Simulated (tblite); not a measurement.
C5H6F3O (charge -1).
SMILES with atom numbers: `[CH2-:1]/[C:2]([CH3:3])=[CH:4]\[O:5][C:6]([F:7])([F:8])[F:9]` (hydrogens: H10, H11 on C1; H12, H13, H14 on C3; H15 on C4)

Structure used (GFN2-xTB), in Å, numbered top down from 1:
```
atom  x, y, z in Å
C1    -0.7241   -1.5410    0.3596
C2    -0.8063   -0.2469   -0.0210
C3    -1.7489    0.1267   -1.1454
C4    -0.2288    0.8733    0.6280
O5     0.9388    0.5710    1.5275
C6     2.0561    0.5049    0.9402
F7     3.0499    0.0879    1.7881
F8     2.5566    1.7101    0.4679
F9     2.1895   -0.3063   -0.1406
H10   -1.3140   -2.3143   -0.1118
H11   -0.0592   -1.8591    1.1461
H12   -1.1837    0.4039   -2.0384
H13   -2.4004   -0.7090   -1.3998
H14   -2.3642    0.9805   -0.8621
H15    0.0342    1.7264    0.0003
```

Level: GFN2-xTB in tblite, geometry and Hessian alike; calculated harmonic values, unscaled, isolated species. Errors from tens to a few hundred cm⁻¹ against measured bands are possible. One conformer, not necessarily the lowest.

Harmonic wavenumbers (cm⁻¹): 39.4, 72.0, 78.7, 87.0, 204.4, 239.4, 317.0, 390.4, 416.7, 470.0, 483.2, 539.7, 561.8, 589.3, 636.9, 645.9, 663.2, 808.2, 885.4, 897.8, 926.6, 968.4, 1001.9, 1025.6, 1034.3, 1241.7, 1334.7, 1350.9, 1385.4, 1449.2, 1501.3, 1510.2, 1660.1, 2910.2, 2954.6, 2990.3, 2997.1, 3033.2, 3084.3.

A = 3308, B = 995.0, C = 925.8 MHz; mass 139.037 u (most abundant isotopes); point group C1, symmetry number 1.

**Question.** What is the zero-point energy?

**Answer.** ½Σν̃ = 21693 cm⁻¹ = 62.02 kcal/mol.

**Question.** Give the ideal-gas entropy at 298.15 K and 1 bar in the rigid-rotor, harmonic-oscillator model (classical rotation).

**Answer.** Translation 40.73, rotation 29.05, vibration 29.40: S = 99.2 cal/(mol K).

**Question.** And Cp and H(298.15 K) − H(0)?

**Answer.** Cp = 37.16 cal/(mol K), of which vibrations give 29.21 (their classical limit is 39 R = 77.5); H(298.15 K) − H(0) = 6.84 kcal/mol without the zero-point energy, 4.47 from vibrations.

**Question.** How do the functions run with temperature in this model?

**Answer.** 
| T (K) | S (cal/(mol K)) | Cp (cal/(mol K)) | H − H(0) (kcal/mol) | G − H(0) (kcal/mol) | ln q(vib) |
| --- | --- | --- | --- | --- | --- |
| 100 | 70.7 | 18.3 | 1.34 | -5.73 | 2.11 |
| 200 | 86.3 | 27.9 | 3.64 | -13.62 | 4.75 |
| 300 | 99.4 | 37.3 | 6.91 | -22.91 | 7.30 |
| 500 | 122.1 | 51.5 | 15.90 | -45.13 | 12.24 |
| 800 | 149.2 | 63.7 | 33.37 | -85.99 | 19.03 |
| 1000 | 164.0 | 68.7 | 46.64 | -117.35 | 23.10 |

q(vib) and H(0) count from the zero-point level.

**Question.** Which modes carry the vibrational entropy at 298.15 K?

**Answer.** 39.4 cm⁻¹: 5.29; 72.0 cm⁻¹: 4.10; 78.7 cm⁻¹: 3.92; 87.0 cm⁻¹: 3.73; 204.4 cm⁻¹: 2.09; 239.4 cm⁻¹: 1.81 cal/(mol K); the other 33 give 8.46 together.

**Question.** What must be added to the electronic energy to get the Gibbs energy at 298.15 K and 1 bar?

**Answer.** ZPE + [H(298.15 K) − H(0)] − T·S = 62.02 + 6.84 − 29.57 = 39.29 kcal/mol.

**Question.** Blend soft modes into free rotors: weight 1/[1 + (100 cm⁻¹/ν̃)⁴] for the oscillator and the rest for a rotor with moment μB/(μ + B), μ = h/(8π²ν), B = 10⁻⁴⁴ kg m². What vibrational entropy results?

**Answer.** 26.16 cal/(mol K) in place of 29.40, which changes −T·S at 298.15 K by +0.97 kcal/mol.

Hindered rotation and anharmonicity are outside this model. Other conformers, if any are populated, would add a mixing term that is left out. The structure is chiral; the term R ln 2 for an equal mix with its mirror image is left out.

On one thread, Intel Xeon at 2.50 GHz (x86_64), no GPU, shared host with 64 logical CPUs at a one-minute load of 9.6, this took 1.7 s wall, 1.3 s CPU. This covers the Hessian and the dipole derivatives.
